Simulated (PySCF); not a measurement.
BFH4N2. Atoms are numbered in the order given.

```xyz
8

B      0.0000     0.0000     0.0192
F      0.0000     0.0000     1.3730
N      0.0000    -1.2523    -0.6383
H      0.0000    -2.1185    -0.1167
H      0.0000    -1.3710    -1.6415
N      0.0000     1.2523    -0.6383
H      0.0000     1.3710    -1.6415
H      0.0000     2.1185    -0.1167
```

The structure is a stationary point at B3LYP-D3(BJ)/def2-SVP. One conformer was computed; it need not be the lowest.

These are PBE0/def2-TZVPD (PySCF) values and carry that method's errors.

The molecule is in vacuum.

```json
{
 "total_energy": "-236.60298 hartree",
 "point_group": "C2v",
 "highest_occupied_level": "-7.21 eV",
 "lowest_empty_level": "-0.07 eV",
 "orbital_gap": "7.14 eV",
 "dipole_moment": "2.32 D",
 "quadrupole, principal values (traceless, Buckingham form, about the centre of nuclear charge)": "-6.35, -0.29, 6.64 D·Å",
 "mean_static_polarisability": "33.7 bohr³ (4.99 Å³)",
 "polarisability_principal_values": "28.3, 33.2, 39.7 bohr³"
}
```
